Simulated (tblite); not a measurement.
Compound: C₄H₅FNO₂ (charge +1).
SMILES with atom numbers: `[OH:1][CH2:2][n+:3]1[cH:4][cH:5][o:6][c:7]1[F:8]` (hydrogens: H9 on O1; H10, H11 on C2; H12 on C4; H13 on C5)
Bond orders are those of one Lewis drawing.

Computed with GFN2-xTB (tblite), gas phase: L-BFGS steps from a force-field or distance-geometry start until the largest atomic force falls under 0.01 eV/Å.

Step 5: E = -719.5690 eV
```
atom  x, y, z in Å  |  force x, y, z in eV/Å
O1     -2.0920   -0.2455   -1.1188   -0.045   0.027   0.042
C2     -1.4711   -0.3401    0.0853    0.004  -0.019   0.023
N3     -0.0213   -0.0082   -0.0568    0.025   0.031   0.050
C4      0.9796   -0.8972   -0.3624    0.031  -0.201  -0.004
C5      2.1241   -0.1831   -0.4271    0.110  -0.183  -0.047
O6      1.8421    1.1171   -0.1804   -0.064  -0.010  -0.013
C7      0.5658    1.1723    0.0241   -0.040   0.092   0.051
F8     -0.0457    2.2729    0.2940    0.039   0.048  -0.002
H9     -2.4594    0.6301   -1.2996   -0.025   0.010  -0.022
H10    -1.4983   -1.3856    0.4110   -0.029   0.006  -0.009
H11    -1.8521    0.3129    0.8781   -0.137   0.038  -0.036
H12     0.7943   -1.9438   -0.5047   -0.006  -0.017  -0.012
H13     3.1295   -0.5014   -0.6218    0.136   0.178  -0.023
```

Step 6: E = -719.5720 eV
```
atom  x, y, z in Å  |  force x, y, z in eV/Å
O1     -2.0941   -0.2457   -1.1184   -0.011   0.038   0.064
C2     -1.4717   -0.3391    0.0860   -0.024  -0.021   0.032
N3     -0.0200   -0.0104   -0.0552    0.016   0.058   0.040
C4      0.9815   -0.9008   -0.3618    0.026  -0.020   0.019
C5      2.1261   -0.1854   -0.4282   -0.034  -0.157  -0.019
O6      1.8426    1.1137   -0.1817   -0.064   0.056   0.003
C7      0.5664    1.1711    0.0249   -0.026   0.047   0.036
F8     -0.0434    2.2733    0.2936    0.046   0.019  -0.005
H9     -2.4600    0.6305   -1.2997   -0.023   0.006  -0.024
H10    -1.4984   -1.3854    0.4100   -0.040   0.014   0.003
H11    -1.8580    0.3151    0.8782   -0.080  -0.004  -0.076
H12     0.7935   -1.9429   -0.5050   -0.018  -0.146  -0.025
H13     3.1313   -0.4936   -0.6218    0.232   0.111  -0.048
```

Q: Estimate the geometry and energy of step 7. (The exact step hangs on the optimiser's Hessian estimate; all steps are aligned on step 6, rigid shifts and turns removed.)

A: E = -719.5760 eV, largest force 0.213 eV/Å
```
atom  x, y, z in Å  |  force x, y, z in eV/Å
O1     -2.0973   -0.2454   -1.1167    0.029   0.034   0.062
C2     -1.4732   -0.3379    0.0875   -0.043  -0.018   0.022
N3     -0.0180   -0.0130   -0.0522   -0.046   0.084   0.036
C4      0.9846   -0.9049   -0.3603   -0.092  -0.006   0.028
C5      2.1274   -0.1908   -0.4299    0.027  -0.008  -0.002
O6      1.8427    1.1095   -0.1835   -0.056   0.084   0.016
C7      0.5668    1.1698    0.0266    0.033  -0.027   0.004
F8     -0.0393    2.2742    0.2928    0.034   0.003  -0.001
H9     -2.4613    0.6312   -1.3002   -0.020   0.007  -0.020
H10    -1.4995   -1.3848    0.4087   -0.051   0.015   0.025
H11    -1.8677    0.3179    0.8768   -0.003  -0.043  -0.095
H12     0.7918   -1.9450   -0.5058   -0.013  -0.175  -0.021
H13     3.1386   -0.4804   -0.6227    0.200   0.049  -0.054
```

The energy changes by -0.0040 eV. The first-order estimate −F·Δx gives -0.0057 eV and the mean of the old and new forces, exact on a quadratic surface, -0.0040 eV. The step makes an angle of 50° with the force vector and moves no atom by more than 0.015 Å.

What follows is the cost of the whole relaxation. On one thread of an Intel Xeon Platinum 8259CL at 2.50 GHz, shared host, this took 0.33 s of wall time.
